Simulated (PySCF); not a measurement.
# Shapes and spin states of MoOF

These are results of PySCF, PBE0, basis Mo def2-TZVP with ECP28, O def2-TZVP, F def2-TZVP (scalar-relativistic core potentials, no spin–orbit coupling, density fitting), not measurements.

Relaxations began from a few typed shapes and spin states; open shells are unrestricted. The search is not exhaustive: other isomers or separated fragments can lie lower, and high-lying points may rest on an excited occupation.

(1) Order these stationary points by electronic energy, lowest first, in kJ/mol from the lowest minimum.
A. quartet Cs: Mo–F 1.879 Å, Mo–O 1.666 Å; F–Mo–O 140.8°
B. broken-symmetry Ms = 1/2 (⟨S²⟩ 1.63) Cs: Mo–F 1.885 Å, Mo–O 1.661 Å; F–Mo–O 141.4°
C. quartet C∞v: Mo–F 1.908 Å, Mo–O 1.684 Å; F–Mo–O 180.0°
D. broken-symmetry Ms = 1/2 (⟨S²⟩ 1.57) C∞v: Mo–F 1.917 Å, Mo–O 1.673 Å; F–Mo–O 180.0°

(2) Which of them are minima?

Results:

(1) A (0.0), C (18.7), B (58.6), D (75.2).

(2) By energy in kJ/mol, 0.0: minimum; 18.7: saddle point, 2 imaginary modes; 58.6: minimum; 75.2: saddle point, 2 imaginary modes.

Formally Mo is in oxidation state +3, d3, with 3 unpaired electrons (the high-spin count). The Mulliken spin on Mo is 3.16. The polar-tensor charge on Mo, 1.32, is far below the formal one.

For the lowest minimum: other spin states or occupations of the open shell can lie lower.

The electron or spin density has lower symmetry than the nuclear frame for the broken-symmetry Ms = 1/2 (⟨S²⟩ 1.57) C∞v at 75.2 kJ/mol.
